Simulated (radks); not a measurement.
Species: Ti2+. Configuration: [Ar] 4p2 (not the ground configuration).

All-electron calculation, non-relativistic Kohn-Sham, PBE, spin-unpolarised, spherical densities, point nucleus. Program: a radial shooting solver on a logarithmic mesh with Libxc functionals.

Energy parts (eV):
| part | energy |
|---|---|
| total | -23061.025 |
| kinetic | 23041.648 |
| electron-nucleus | -54009.022 |
| Hartree | 9012.957 |
| exchange-correlation | -1106.608 |

Orbitals (lengths in bohr, moments of r in powers of bohr):
| orbital | occ. | eigenvalue (eV) | <r^2> | <1/r> | <r> |
|---|---|---|---|---|---|
| 1s | 2 | -4869.375 | 0.006610 | 21.53 | 0.07018 |
| 2s | 2 | -565.6694 | 0.1268 | 4.492 | 0.3276 |
| 2p | 6 | -478.0210 | 0.1043 | 4.428 | 0.2909 |
| 3s | 2 | -93.0411 | 1.115 | 1.424 | 0.9857 |
| 3p | 6 | -69.4124 | 1.256 | 1.317 | 1.037 |
| 4p | 2 | -16.8114 | 10.30 | 0.4344 | 3.021 |

The highest occupied level is 4p at -16.811 eV. Summed over all electrons, <r^2> = 31.25 bohr^2, which gives a Langevin (diamagnetic) susceptibility term of -24.8 x 10^-6 cm^3/mol. The density falls to 0.001 e/bohr^3 at r = 4.44 bohr.
